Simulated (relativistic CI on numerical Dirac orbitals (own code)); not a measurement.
**Slater and spin-orbit integrals, Bi XXIV**

Calculated at this level of theory: Dirac-Coulomb-Breit CI, KLI orbitals optimised for each configuration, QED by a radiative potential, unscaled Slater integrals (own radial code, finite nucleus).

Slater integrals F^k, G^k are unscaled and averaged over j, outside the closed core [Kr]; ζ comes from projecting the Hamiltonian with its Breit term on Σ l·s of the shell.

- 4d¹⁰4f¹³5s: ζ(4f) = 12786, G^3(4f,5s) = 39159 cm⁻¹; <r>(4f) = 0.4135, <r^2>(4f) = 0.1994, <r>(5s) = 0.7403, <r^2>(5s) = 0.6102 (bohr units).
- 4d¹⁰4f¹³5p: ζ(4f) = 12835, F^2(4f,5p) = 101510, G^2(4f,5p) = 33402, G^4(4f,5p) = 30649, ζ(5p) = 195260 cm⁻¹; <r>(4f) = 0.4132, <r^2>(4f) = 0.1991, <r>(5p) = 0.7962, <r^2>(5p) = 0.7081 (bohr units).
- 4d¹⁰4f¹²5s²: F^2(4f,4f) = 250690, F^4(4f,4f) = 161900, F^6(4f,4f) = 117900, ζ(4f) = 13083 cm⁻¹; <r>(4f) = 0.4096, <r^2>(4f) = 0.1954 (bohr units).

Averages of the first 10 configurations, taken without configuration mixing, which lowers the lowest level and can move excited configurations by several eV; other configurations of the list can lie among them:

```csv
Configuration,Parity,States,Average energy above the lowest level (eV)
4d¹⁰4f¹³5s,odd,28,55.9
4d¹⁰4f¹³5p,even,84,131.0
4d¹⁰4f¹⁴,even,1,0.1
4d¹⁰4f¹²5s²,even,91,121.1
4d¹⁰4f¹³5d,odd,140,227.2
4d¹⁰4f¹¹5s5p²,odd,10920,340.7
4d¹⁰4f¹²5s5p,odd,1092,193.3
4d¹⁰4f¹¹5s²5p,even,2184,265.4
4d¹⁰4f¹²5p²,even,1365,271.5
4d¹⁰4f¹³5f,even,196,326.4
```
